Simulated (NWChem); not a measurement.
System meant: GeH4; SMILES [GeH4]

The following NWChem deck was run.

```
start job
memory heap 200 mb stack 900 mb global 1100 mb
geometry units angstroms noautosym nocenter noautoz
  Ge     0.000007     0.000004     0.000000
  H      1.062702    -0.000009    -1.110812
  H      0.431655     0.958041     1.122112
  H     -0.147661    -1.420895     0.567890
  H     -1.346689     0.462868    -0.579194
end
basis spherical
  * library def2-svp
end
dft
  xc xtpss03 ctpss03
  iterations 150
end
property
  shielding 2 1 2
end
task dft property
```

End of the output:

```
 Vector   21  Occ=0.000000D+00  E= 3.294133D-02
              MO Center= -8.5D-02,  4.2D-03,  1.2D-01, r^2= 3.9D+00
   Bfn.  Coefficient  Atom+Function         Bfn.  Coefficient  Atom+Function
  ----- ------------  ---------------      ----- ------------  ---------------
    34      1.267788  2 H  s                 15     -1.122382  1 Ge px
    17      0.888569  1 Ge pz                49     -0.563298  5 H  s
    44     -0.441308  4 H  s                 39     -0.263773  3 H  s
    33      0.222898  2 H  s                 12     -0.219388  1 Ge px
    14      0.173684  1 Ge pz                 9      0.120546  1 Ge px

 center of mass
 --------------
 x =   0.00001272 y =   0.00000729 z =  -0.00000010

 moments of inertia (a.u.)
 ------------------
          22.681074861798          -0.000018556938          -0.000151535288
          -0.000018556938          22.681091666753          -0.000132695325
          -0.000151535288          -0.000132695325          22.681194463811

     Multipole analysis of the density
     ---------------------------------

     L   x y z        total         alpha         beta         nuclear
     -   - - -        -----         -----         ----         -------
     0   0 0 0     -0.000000    -18.000000    -18.000000     36.000000

     1   1 0 0      0.000012     -0.000212     -0.000212      0.000437
     1   0 1 0      0.000001     -0.000125     -0.000125      0.000251
     1   0 0 1     -0.000002      0.000003      0.000003     -0.000008

     2   2 0 0    -15.383352    -13.317953    -13.317953     11.252554
     2   1 1 0      0.000003     -0.000008     -0.000008      0.000018
     2   1 0 1     -0.000008     -0.000079     -0.000079      0.000150
     2   0 2 0    -15.383356    -13.317947    -13.317947     11.252538
     2   0 1 1      0.000005     -0.000063     -0.000063      0.000132
     2   0 0 2    -15.383343    -13.317889    -13.317889     11.252436

          -----------------------------------------
          Chemical Shielding Tensors (GIAO, in ppm)
          -----------------------------------------

 ------------------------------------------------------------------------
  xtpss03: d2 not coded                    0
 ------------------------------------------------------------------------
 ------------------------------------------------------------------------
  current input line :
    20: task dft property
 ------------------------------------------------------------------------
 ------------------------------------------------------------------------
 This error has not yet been assigned to a category
 ------------------------------------------------------------------------
 For more information see the NWChem manual at https://nwchemgit.github.io

0: xtpss03: d2 not coded:Received an Error in Communication
```

Problem. Can this run be used? If not, why, and what is the fix?

Solution. The program stopped with an error. Cause: this functional's second derivatives, which shieldings need, aren't coded here; the fix takes a hybrid GGA instead. This input runs:
```
start job
memory heap 200 mb stack 900 mb global 1100 mb
geometry units angstroms noautosym nocenter noautoz
  Ge     0.000007     0.000004     0.000000
  H      1.062702    -0.000009    -1.110812
  H      0.431655     0.958041     1.122112
  H     -0.147661    -1.420895     0.567890
  H     -1.346689     0.462868    -0.579194
end
basis spherical
  * library def2-svp
end
dft
  xc pbe0
  iterations 150
end
property
  shielding 2 1 2
end
task dft property
```
It converges to -2078.85549 Ha (PBE0/def2-SVP, GIAO).
